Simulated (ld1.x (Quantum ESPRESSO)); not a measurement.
# Pb, TM semilocal: configuration errors across variants

ld1.x (Quantum ESPRESSO) 7.5 input, shortened:

```
&input
   title='Pb', zed=82., rel=1, dft='PZ', iswitch=3,
   config='[Xe] 4f14 5d10 6s2 6p2'
 /
 &inputp
   pseudotype=1, tm=.true., lloc=0,
   nlcc=.false.
 /
3
5P  2  1   6.00   0.00  1.70  1.70  0.0
5D  3  2  10.00   0.00  1.55  1.55  0.0
5S  1  0   2.00   0.00  1.05  1.05  0.0
 &test
   configts(1)='5s2 5p6 5d10 6s2 6p2'
 /
```

Occupied shells without a wave of their own: 6p, 6s. They enter only through the test configuration that unscreens the potential.

All-electron excitation energies from the reference (eV): (1) 5s2 5p6 5d10 6s2 6p1 6.833; (2) 5s2 5p6 5d10 6s2 6p0 20.595; (3) 5s2 5p6 5d10 6s1 6p0 53.472; (4) 5s2 5p6 5d10 6s2 6p1.5 2.610; (5) 5s2 5p5 5d10 6s2 6p2 93.097; (6) 5s2 5p6 5d10 6s1 6p2 16.431; (7) 5s2 5p6 5d10 6s0 6p4 18.035; (8) 5s2 5p6 5d10 6s2 6p2 spin -0.452; (9) 5s2 5p6 5d10 6s2 6p1 spin 6.687.

Spin tests fill each open shell by Hund’s rule, majority spin first.

A semilocal file is local in each channel, so a ghost entry of none says nothing of the separable form that plane-wave codes build from it.

For the base: The 6p, 6s levels have no wave, so the channel is fitted at the deeper level alone: the likely source of the large errors.

The file “base” misses its own reference levels by 0.7 eV. The file “wave 5p (bound): rc 1.70 bohr becomes 5p (bound): rc 1.14 bohr” misses its own reference levels by 0.6 eV. The file “wave 5p (bound): rc 1.70 bohr becomes 5p (bound): rc 1.38 bohr” misses its own reference levels by 0.6 eV. The file “wave 5p (bound): rc 1.70 bohr becomes 5p (bound): rc 1.88 bohr” misses its own reference levels by 0.9 eV. The file “wave 5p (bound): rc 1.70 bohr becomes 5p (bound): rc 2.22 bohr” misses its own reference levels by 0.7 eV. The file “wave 5p (bound): rc 1.70 bohr becomes 5p (bound): rc 2.58 bohr” misses its own reference levels by 0.6 eV.

Errors AE − PS in meV (a dash: test not solved or not reliable):

| change | (1) | (2) | (3) | (4) | (5) | (6) | (7) | (8) | (9) | bound ghosts |
| --- | --- | --- | --- | --- | --- | --- | --- | --- | --- | --- |
| base | -1001 | -2588 | -4324 | -431 | -119 | -751 | +496 | +8.6 | -1002 | none |
| wave 5p (bound): rc 1.70 bohr becomes 5p (bound): rc 1.14 bohr | -130 | -343 | -1292 | -55 | -74 | -685 | -1082 | +6.6 | -128 | none |
| wave 5p (bound): rc 1.70 bohr becomes 5p (bound): rc 1.38 bohr | -394 | -1029 | -2231 | -168 | -80 | -705 | -592 | +7.0 | -394 | none |
| wave 5p (bound): rc 1.70 bohr becomes 5p (bound): rc 1.88 bohr | -1276 | -3283 | -5237 | -550 | -149 | -773 | +976 | +9.9 | -1278 | none |
| wave 5p (bound): rc 1.70 bohr becomes 5p (bound): rc 2.22 bohr | -930 | -2424 | -4123 | -399 | -92 | -741 | +378 | +6.4 | -932 | none |
| wave 5p (bound): rc 1.70 bohr becomes 5p (bound): rc 2.58 bohr | +477 | +1098 | +523 | +214 | +204 | -575 | -2060 | -15 | +473 | none |

Question: Give the same row for: wave 5p (bound): rc 1.70 bohr becomes 5p (bound): rc 1.74 bohr.

Answer: -1077, -2783, -4581, -464, -126, -757, +630, +8.9, -1079; bound ghosts: none.
